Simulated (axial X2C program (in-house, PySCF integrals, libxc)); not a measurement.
## WF⁻: properties at the nuclei

Computed with an axial X2C code built on PySCF integrals: two-component X2C with atomic mean-field Coulomb and Gaunt terms, Gaussian nuclei, basis W dyall-acv3z, F dyall-av3z with contracted cores.

R = 1.928 Å (near the PBE0 minimum at charge -1 of the determinant lowest at the starting distance; the state shown can have its own minimum elsewhere).

Determinant lowest in the PBE0 search, Ω = 2 (⟨Sz⟩ = 1.95, ⟨Lz⟩ = 0.05 at PBE0), spin on the atoms W 1.97, F -0.02:

| level | Eeff magnitude (GV/cm) | Ws magnitude W (kHz) | A∥/gI W (MHz) | qzz W (a.u.) | A∥/gI F (MHz) | qzz F (a.u.) |
| --- | --- | --- | --- | --- | --- | --- |
| PBE0 | 6.89 | 2.34 | 289 | -0.65 | -8.15 | 0.85 |
| BHandHLYP | 5.7 | 1.81 | 154 | -1.30 | -4.54 | 0.73 |
| BP86 | 5.18 | 1.48 | 186 | 0.28 | -9.27 | 0.89 |
| B3LYP | 4.62 | 1.2 | 111 | -0.33 | -7.15 | 0.81 |

Determinant 0.56 eV from it at PBE0 and this distance, Ω = 3 (⟨Sz⟩ = 2.94, ⟨Lz⟩ = 0.06 at PBE0), spin on the atoms W 2.94, F 0.00:

```tsv
level	Eeff magnitude (GV/cm)	Ws magnitude W (kHz)	A∥/gI W (MHz)	qzz W (a.u.)	A∥/gI F (MHz)	qzz F (a.u.)
PBE0	15.5	6.77	1730	-4.62	5.93	0.63
HF	8.62	4.54	1300	-5.56	1.19	0.58
BP86	17.7	7.41	1890	-3.81	6.37	0.63
```

Eeff is the effective electric field on the electron electric dipole moment in this Ω state and Ws the scalar–pseudoscalar constant of the nucleus named (defined with the proton number Z and per Ω); A∥ (defined per Ω) follows by multiplying with gI = μI/(I μN); qzz is the electric field gradient, eQq0 = 234.96 MHz × Q/barn × qzz. The operators were transformed with the bare-nucleus X2C matrices; with these basis sets, hyperfine constants and field gradients can be off by tens of per cent, and where levels differ in sign neither size nor sign is settled.

Each state is one determinant with collinear spin, which with several unpaired electrons need not be a pure state. Unrestricted Hartree–Fock can overshoot spin polarisation at the nuclei. For an anion, determinants above electron detachment, or with a positive highest level, are held by the basis set. This is the top spin component of a Σ state; components of lower Ω are not single determinants and can lie lower. With several open shells hyperfine constants can be off by a factor of several. Where Eeff spreads by more than a factor of two the levels disagree and none is to be relied on. Open-shell Ω = 0 determinants with evenly filled partner blocks cannot be reached by this program, so the Ω shown need not be the lowest component. Left out as unconverged or as another state under the same occupation: B3LYP, BHandHLYP, HF in at least one table. The search compared states at one distance, so a state with another bond length can lie lower. Further determinants of the search, some of them spin-mixed, are not shown. Where a field gradient or hyperfine factor spreads by more than a factor of two over the levels, a constant derived from it is not to be relied on. PBE0 term energies can be off by some tenths of an eV.
